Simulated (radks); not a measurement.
The numbers below are computed, except where a source is named.
K IV, 16 electrons, occupied as [Ne] 3s2 3p4. Level of theory: Dirac Kohn-Sham, PBE, spin-unpolarised, spherical densities, finite nucleus; open shells fill j = l - 1/2 first; Fermi nuclear charge, rms radius 3.4349 fm (a radial shooting solver on a logarithmic mesh with Libxc functionals). Some entries of the table are withheld. Estimate them.

orbital  occ.  eigenvalue (hartree)  <r^2> (bohr^2)
1s1/2       2             -131.0373             (1)
2s1/2       2             -14.54526          0.1775
2p1/2       2                   (2)          0.1503
2p3/2       4                   (3)          0.1523
3s1/2       2                   (4)             (5)
3p1/2       2                   (6)             (7)
3p3/2       2                   (8)             (9)

Answer. 
(1) 1s1/2 <r^2> (bohr^2): 0.008836
(2) 2p1/2 eigenvalue (hartree): -11.92971
(3) 2p3/2 eigenvalue (hartree): -11.82302
(4) 3s1/2 eigenvalue (hartree): -2.65963
(5) 3s1/2 <r^2> (bohr^2): 1.654
(6) 3p1/2 eigenvalue (hartree): -2.02037
(7) 3p1/2 <r^2> (bohr^2): 1.938
(8) 3p3/2 eigenvalue (hartree): -2.00831
(9) 3p3/2 <r^2> (bohr^2): 1.956
